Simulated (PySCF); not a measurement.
## Calculated properties of `[Cl][GeH2][CH2][GeH2][Cl]`

Species: CH6Cl2Ge2.
Cartesian coordinates in Å at the PBE0-D3(BJ)/def2-SVP level; atoms count from 1:
```
atom  x, y, z in Å
Cl1    1.768    3.125   -0.132
Ge2    2.096    1.258    0.927
C3     0.609    0.109    0.417
Ge4   -1.151    0.806    0.874
Cl5   -1.115    1.210    3.009
H6     2.127    1.581    2.424
H7     3.440    0.702    0.429
H8     0.653   -0.041   -0.674
H9     0.734   -0.874    0.899
H10   -1.470    2.129    0.170
H11   -2.247   -0.248    0.646
```

From PBE0-D3(BJ)/def2-SVP geometry optimisation, gas phase (PySCF):

```
Rotational constants A, B, C : 1.977, 0.652, 0.626 GHz
```

**B3LYP/def2-SVPD ground state and vertical TDDFT (core frozen in the response) (PySCF)**

```
Dipole moment                                                     : 2.96 D
HOMO energy                                                       : -8.37 eV
LUMO energy                                                       : -0.73 eV
HOMO–LUMO gap                                                     : 7.64 eV
Lowest singlet excitation                                         : 6.65 eV (186 nm, f = 0.005)
Strongest line among the 6 lowest singlet transitions             : S5 at 7.09 eV (175 nm, f = 0.024)
Static isotropic polarisability                                   : 100.2 au
Electronic spatial extent ⟨r²⟩ about the centre of nuclear charge : 1748 bohr²
```

Monoisotopic mass (most abundant isotopes): 235.8270 u.

With B = h/(8π²I), that is 505.379 GHz u Å² over I, the principal moments of inertia are 255.7, 775.1 and 807.0 u Å² (most abundant isotopes); the inertial defect Ic − Ia − Ib is -223.8 u Å² (zero for a rigid planar frame, negative otherwise). No computed singlet falls in the visible range (750 to 380 nm, 1.65 to 3.26 eV); S1 lies 3.39 eV above its blue end. The 6 singlets span 6.65 to 7.12 eV, and their oscillator strengths add up to 0.07. The rotational constants make it an asymmetric top with κ = (2B − A − C)/(A − C) = -0.96, nearer the prolate limit (−1). The polarisability is 14.85 Å³ as a volume (1 au = 0.148185 Å³), or 0.91 au for each of the 110 electrons. S1 lies 0.99 eV below the HOMO–LUMO gap; its leading configuration is HOMO→LUMO, weight 0.49, beside HOMO→LUMO+1, weight 0.29.

 Relativistic effects, spin–orbit coupling among them, are left out although an element past zinc is present.

One conformer stands for the species.
